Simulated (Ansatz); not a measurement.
Ansatz results at the PBE0-D4/def2-TZVP geometry: HOMO–LUMO gap (ωB97M-V/def2-TZVPP) 9.36 eV; HOMO energy (PBE/def2-TZVPP) -4.96 eV; HOMO–LUMO gap (PBE0/def2-TZVPP) 5.45 eV.

Each molecule was computed in one conformer, which needn't be the lowest.

Problem. Which molecule gave them?
A. `C=C[SiH2][SiH2]S`
B. `CC[SiH2]PO`
C. `NC[TeH]`
D. `CC1[Se]B1[SiH3]`

Solution. C. The others give `CC1[Se]B1[SiH3]`: 9.38, -6.19, 5.36; `CC[SiH2]PO`: 10.17, -5.67, 6.26; `C=C[SiH2][SiH2]S`: 10.36, -6.02, 6.27.
